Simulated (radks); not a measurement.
Exchange energies: the exact (Fock) value of the Kohn-Sham orbitals and density-functional approximations, as 100 (|E| - |E exact|)/|E exact|, negative where the magnitude is too small. Species: Si3+ [Ne] 3s1; Co4+ [Ar] 3d5; Al3+ [Ne]. All-electron calculation, non-relativistic Kohn-Sham, exchange-only B88, spin-polarised, spherical densities, point nucleus. Program: a radial shooting solver on a logarithmic mesh with Libxc functionals. Every spin shell is full or empty, so the densities are truly spherical. Functionals are evaluated on that one density, not self-consistently.

exact (hartree): Si3+ -19.4750; Co4+ -56.5988; Al3+ -17.4008
LDA: Si3+ -8.43; Co4+ -6.49; Al3+ -8.62
RPBE: Si3+ +0.09; Co4+ -0.11; Al3+ +0.05
PW86: Si3+ +0.57; Co4+ +0.19; Al3+ +0.51
OPTX: Si3+ +0.01; Co4+ +0.55; Al3+ +0.01
AM05: Si3+ -7.26; Co4+ -5.82; Al3+ -7.37
SOGGA: Si3+ -3.71; Co4+ -2.95; Al3+ -3.81
B86b: Si3+ +0.09; Co4+ +0.05; Al3+ +0.04
EV93: Si3+ +1.53; Co4+ +0.42; Al3+ +1.57
APBE: Si3+ +0.62; Co4+ +0.46; Al3+ +0.56
revTPSS: Si3+ -0.35; Co4+ -0.69; Al3+ -0.31
r2SCAN: Si3+ +0.07; Co4+ -0.01; Al3+ +0.14
Tao-Mo: Si3+ -0.04; Co4+ -0.49; Al3+ -0.03
